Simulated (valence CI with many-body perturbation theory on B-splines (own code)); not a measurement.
Yb64+: calculated level list

Computed by configuration interaction combined with many-body perturbation theory (CI+MBPT): four valence electrons over a frozen Dirac-Fock core [He], a basis of 11 s, 11 p, 9 d, 7 f, 5 g, 2 h, 1 i functions for each j, with the one-electron correlation potential Σ1, the two-electron term Σ2, the three-electron term Σ3, Breit, model QED; selected CI, second order for the rest (own B-spline code, finite nucleus).

The last digits are not significant, and no measured levels were compared; by estimate large intervals hold to a few tenths of a per cent, small ones and those within an open d or f shell to about a per cent. Among the levels kept, up to 300 cm⁻¹ of a level comes from second order outside the variational space, and about a tenth of that is noise between levels of different J, which matters for small intervals.

Levels 1 to 45 of 114, with energies above the lowest level, (2s^2 2p1/2^2) J=0. "Leading %" is the weight of the configuration and term that name the level; weights of strongly mixed levels are sums over their largest components and can fall short. In the jj column 3d3/2^4 stands for four electrons in 3d with j = 3/2.

| No. | Configuration | Term | J | E (Ry) | Leading % | g | Leading jj |
| --- | --- | --- | --- | --- | --- | --- | --- |
| 1 | 2s2 2p2 | 3P | 0 | 0.00 | 68 |  | 2s^2 2p1/2^2 (100 %) |
| 2 | 2s2 2p2 | 3P | 1 | 80.21 | 100 | 1.472 | 2s^2 2p1/2 2p3/2 (100 %) |
| 3 | 2s2 2p2 | 1D | 2 | 81.53 | 65 | 1.140 | 2s^2 2p1/2 2p3/2 (100 %) |
| 4 | 2s 2p3 | 3P° | 2 | 100.50 | 48 | 1.502 | 2s 2p1/2^2 2p3/2 (100 %) |
| 5 | 2s 2p3 | 3D° | 1 | 106.53 | 31 | 1.110 | 2s 2p1/2^2 2p3/2 (100 %) |
| 6 | 2s2 2p2 | 3P | 2 | 163.29 | 64 | 1.294 | 2s^2 2p3/2^2 (99 %) |
| 7 | 2s2 2p2 | 1S | 0 | 167.56 | 68 |  | 2s^2 2p3/2^2 (99 %) |
| 8 | 2s 2p3 | 5S° | 2 | 178.74 | 50 | 1.549 | 2s 2p1/2 2p3/2^2 (100 %) |
| 9 | 2s 2p3 | 3D° | 3 | 181.92 | 100 | 1.298 | 2s 2p1/2 2p3/2^2 (100 %) |
| 10 | 2s 2p3 | 3P° | 0 | 186.10 | 100 |  | 2s 2p1/2 2p3/2^2 (100 %) |
| 11 | 2s 2p3 | 3S° | 1 | 187.66 | 52 | 1.300 | 2s 2p1/2 2p3/2^2 (100 %) |
| 12 | 2s 2p3 | 1D° | 2 | 188.37 | 74 | 1.050 | 2s 2p1/2 2p3/2^2 (100 %) |
| 13 | 2s 2p3 | 3P° | 1 | 188.66 | 63 | 1.301 | 2s 2p1/2 2p3/2^2 (100 %) |
| 14 | 2p4 | 3P | 2 | 209.85 | 68 | 1.310 | 2p1/2^2 2p3/2^2 (99 %) |
| 15 | 2p4 | 1S | 0 | 214.34 | 64 |  | 2p1/2^2 2p3/2^2 (99 %) |
| 16 | 2s 2p3 | 3P° | 2 | 266.03 | 51 | 1.433 | 2s 2p3/2^3 (100 %) |
| 17 | 2s 2p3 | 1P° | 1 | 271.92 | 37 | 1.161 | 2s 2p3/2^3 (100 %) |
| 18 | 2p4 | 3P | 1 | 291.12 | 100 | 1.472 | 2p1/2 2p3/2^3 (100 %) |
| 19 | 2p4 | 1D | 2 | 292.46 | 68 | 1.124 | 2p1/2 2p3/2^3 (100 %) |
| 20 | 2p4 | 3P | 0 | 376.12 | 64 |  | 2p3/2^4 (100 %) |
| 21 | 2s2 2p 3s | 3P° | 0 | 671.40 | 99 |  | 2s^2 2p1/2 3s (99 %) |
| 22 | 2s2 2p 3s | 3P° | 1 | 671.66 | 67 | 1.305 | 2s^2 2p1/2 3s (100 %) |
| 23 | 2s2 2p 3p | 3D | 1 | 677.40 | 74 | 0.637 | 2s^2 2p1/2 3p1/2 (100 %) |
| 24 | 2s2 2p 3p | 3P | 0 | 680.65 | 67 |  | 2s^2 2p1/2 3p1/2 (99 %) |
| 25 | 2s 2p2 3s | 5P | 1 | 689.81 | 42 | 2.007 | 2s 2p1/2^2 3s (98 %) |
| 26 | 2s 2p2 3s | 3P | 0 | 692.48 | 68 |  | 2s 2p1/2^2 3s (99 %) |
| 27 | 2s 2p2 3p | 3P° | 1 | 696.40 | 33 | 1.348 | 2s 2p1/2^2 3p1/2 (99 %) |
| 28 | 2s 2p2 3p | 3P° | 0 | 696.46 | 51 |  | 2s 2p1/2^2 3p1/2 (99 %) |
| 29 | 2s2 2p 3p | 3D | 2 | 702.68 | 52 | 1.147 | 2s^2 2p1/2 3p3/2 (100 %) |
| 30 | 2s2 2p 3p | 3P | 1 | 702.79 | 48 | 1.502 | 2s^2 2p1/2 3p3/2 (98 %) |
| 31 | 2s2 2p 3d | 3F° | 2 | 707.19 | 75 | 0.744 | 2s^2 2p1/2 3d3/2 (100 %) |
| 32 | 2s2 2p 3d | 3D° | 1 | 709.08 | 50 | 0.828 | 2s^2 2p1/2 3d3/2 (99 %) |
| 33 | 2s2 2p 3d | 3P° | 2 | 714.54 | 47 | 1.282 | 2s^2 2p1/2 3d5/2 (98 %) |
| 34 | 2s2 2p 3d | 3F° | 3 | 714.84 | 46 | 1.095 | 2s^2 2p1/2 3d5/2 (100 %) |
| 35 | 2s 2p2 3p | 3P° | 2 | 721.32 | 35 | 1.500 | 2s 2p1/2^2 3p3/2 (98 %) |
| 36 | 2s 2p2 3p | 3D° | 1 | 721.69 | 31 | 1.134 | 2s 2p1/2^2 3p3/2 (99 %) |
| 37 | 2s 2p2 3d | 3D | 1 | 725.78 | 46 | 0.467 | 2s 2p1/2^2 3d3/2 (100 %) |
| 38 | 2s 2p2 3d | 3D | 2 | 726.21 | 31 | 1.116 | 2s 2p1/2^2 3d3/2 (98 %) |
| 39 | 2s 2p2 3d | 3D | 3 | 732.91 | 38 | 1.332 | 2s 2p1/2^2 3d5/2 (100 %) |
| 40 | 2s 2p2 3d | 3F | 2 | 734.16 | 28 | 1.028 | 2s 2p1/2^2 3d5/2 (98 %) |
| 41 | 2s2 2p 3s | 3P° | 2 | 754.65 | 98 | 1.472 | 2s^2 2p3/2 3s (98 %) |
| 42 | 2s2 2p 3s | 1P° | 1 | 755.27 | 66 | 1.128 | 2s^2 2p3/2 3s (98 %) |
| 43 | 2s2 2p 3p | 3P | 1 | 761.88 | 50 | 1.454 | 2s^2 2p3/2 3p1/2 (97 %) |
| 44 | 2s2 2p 3p | 3D | 2 | 762.03 | 47 | 1.149 | 2s^2 2p3/2 3p1/2 (97 %) |
| 45 | 2s 2p2 3s | 5P | 2 | 767.71 | 84 | 1.725 | 2s 2p1/2 2p3/2 3s (99 %) |

The ionisation energy to 2s2 2p 2P°_1/2 of the next ion comes out as 16193 eV (NIST: 16191 ± 24 eV (theoretical)). All 114 levels together are meant to be complete up to 816.33 Ry.
